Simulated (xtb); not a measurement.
HAl, singlet, at a GFN2-xTB geometry (such geometries of metal compounds can be far from the true shape), atoms displaced at random by about 0.02 Å a coordinate; GFN2-xTB (xtb 6.7.1).

The xtb input:
```
$ xtb mol.xyz --gfn 2 --opt crude --json

# file mol.xyz
2

Al    -0.00580620     0.01407766    -0.12910711
H     -0.01891631     0.03305033     1.52029576
```

### Question
Predict the main parts of the log of this xtb run.

### Answer

```
   ID    Z sym.   atoms
    1   13 Al     1
    2    1 H      2

           -------------------------------------------------
          |                Calculation Setup                |
           -------------------------------------------------

           -------------------------------------------------
          |                 G F N 2 - x T B                 |
           -------------------------------------------------

          ...................................................
          :                      SETUP                      :
          :.................................................:
          :  # basis functions                  11          :
          :  # atomic orbitals                  10          :
          :  # shells                            4          :
          :  # electrons                         4          :
          :  max. iterations                   250          :
          :  Hamiltonian                  GFN2-xTB          :
          :  restarted?                      false          :
          :  GBSA solvation                  false          :
          :  PC potential                    false          :
          :  electronic temp.          300.0000000     K    :
          :  accuracy                    1.0000000          :
          :  -> integral cutoff          0.2500000E+02      :
          :  -> integral neglect         0.1000000E-07      :
          :  -> SCF convergence          0.1000000E-05 Eh   :
          :  -> wf. convergence          0.1000000E-03 e    :
          :  Broyden damping             0.4000000          :
          :  net charge                          0          :
          :  unpaired electrons                  0          :
          ...................................................

 iter      E             dE          RMSdq      gap      omega  full diag
   1     -1.4833731 -0.148337E+01  0.198E+01    2.37       0.0  T
   2     -1.4886020 -0.522885E-02  0.151E+01    2.26       1.0  T
   3     -1.4865144  0.208754E-02  0.118E+01    2.19       1.0  T
   4     -1.4877595 -0.124509E-02  0.414E+00    2.19       1.0  T
   5     -1.4906040 -0.284447E-02  0.586E-01    2.33       1.0  T
   6     -1.4906187 -0.147773E-04  0.724E-02    2.32       1.0  T
   7     -1.4906192 -0.407679E-06  0.638E-02    2.31       1.1  T
   8     -1.4906193 -0.142497E-06  0.909E-04    2.31      77.8  T
   9     -1.4906193  0.218322E-09  0.266E-03    2.31      26.6  T
  10     -1.4906193 -0.224240E-09  0.919E-06    2.31    7695.2  T

   *** convergence criteria satisfied after 10 iterations ***

         :::::::::::::::::::::::::::::::::::::::::::::::::::::
         ::                     SUMMARY                     ::
         :::::::::::::::::::::::::::::::::::::::::::::::::::::
         :: total energy              -1.487653676893 Eh    ::
         :: gradient norm              0.007758265047 Eh/a0 ::
         :: HOMO-LUMO gap              2.311812477379 eV    ::
         ::.................................................::
         :: SCC energy                -1.490619298205 Eh    ::
         :: -> isotropic ES            0.006791772005 Eh    ::
         :: -> anisotropic ES          0.003457493057 Eh    ::
         :: -> anisotropic XC         -0.003682236713 Eh    ::
         :: -> dispersion             -0.000611453296 Eh    ::
         :: repulsion energy           0.002965621312 Eh    ::
         :: add. restraining           0.000000000000 Eh    ::
         :: total charge              -0.000000000000 e     ::
         :::::::::::::::::::::::::::::::::::::::::::::::::::::

      -----------------------------------------------------------
     |                   =====================                   |
     |                        A N C O P T                        |
     |                   =====================                   |
     |               Approximate Normal Coordinate               |
[...]
 * total energy  :    -1.4876537 Eh     change       -0.3330669E-14 Eh
   *** GEOMETRY OPTIMIZATION CONVERGED AFTER 1 ITERATIONS ***
[...]
         ::                     SUMMARY                     ::
         :::::::::::::::::::::::::::::::::::::::::::::::::::::
         :: total energy              -1.487653676893 Eh    ::
         :: gradient norm              0.007758278274 Eh/a0 ::
         :: HOMO-LUMO gap              2.311812369359 eV    ::
         ::.................................................::
         :: SCC energy                -1.490619298205 Eh    ::
         :: -> isotropic ES            0.006791772460 Eh    ::
         :: -> anisotropic ES          0.003457492370 Eh    ::
         :: -> anisotropic XC         -0.003682237811 Eh    ::
         :: -> dispersion             -0.000611453297 Eh    ::
         :: repulsion energy           0.002965621312 Eh    ::
         :: add. restraining           0.000000000000 Eh    ::
         :: total charge              -0.000000000000 e     ::
         :::::::::::::::::::::::::::::::::::::::::::::::::::::

           -------------------------------------------------
          |                Property Printout                |
           -------------------------------------------------

    * Orbital Energies and Occupations

         #    Occupation            Energy/Eh            Energy/eV
      -------------------------------------------------------------
         1        2.0000           -0.4282876             -11.6543
         2        2.0000           -0.3203161              -8.7162 (HOMO)
         3                         -0.2353585              -6.4044 (LUMO)
         4                         -0.2353585              -6.4044
         5                         -0.1986983              -5.4069
         6                         -0.1407117              -3.8290
         7                         -0.1407117              -3.8290
         8                         -0.1330782              -3.6212
         9                         -0.1330782              -3.6212
        10                          0.6072924              16.5253
      -------------------------------------------------------------
                  HL-Gap            0.0849575 Eh            2.3118 eV
             Fermi-level           -0.2778373 Eh           -7.5603 eV

     #   Z          covCN         q      C6AA      α(0)
     1  13 Al       0.843     0.251   370.046    50.155
     2   1 H        0.843    -0.251    15.755     6.222

 Mol. C6AA /au·bohr⁶  :        521.674347
 Mol. C8AA /au·bohr⁸  :      40280.793035
 Mol. α(0) /au        :         56.376866

Wiberg/Mayer (AO) data.
largest (>0.10) Wiberg bond orders for each atom

 ---------------------------------------------------------------------------
     #   Z sym  total        # sym  WBO       # sym  WBO       # sym  WBO
 ---------------------------------------------------------------------------
     1  13 Al   0.937 --     2 H    0.937
     2   1 H    0.937 --     1 Al   0.937
 ---------------------------------------------------------------------------

Topologies differ in total number of bonds
Writing topology from bond orders to xtbtopo.mol

molecular dipole:
                 x           y           z       tot (Debye)
 q only:        0.006      -0.009      -0.783
   full:        0.005      -0.008      -0.656       1.668
molecular quadrupole (traceless):
                xx          xy          yy          xz          yz          zz
 q only:        1.029       0.001       1.028       0.040      -0.070      -2.057
  q+dip:        0.746       0.001       0.745       0.030      -0.055      -1.491
   full:        2.526       0.001       2.525       0.073      -0.116      -5.050

optimized geometry written to: xtbopt.xyz

           -------------------------------------------------
          | TOTAL ENERGY               -1.487653676893 Eh   |
          | GRADIENT NORM               0.007758278274 Eh/α |
          | HOMO-LUMO GAP               2.311812369359 eV   |
           -------------------------------------------------

normal termination of xtb
```
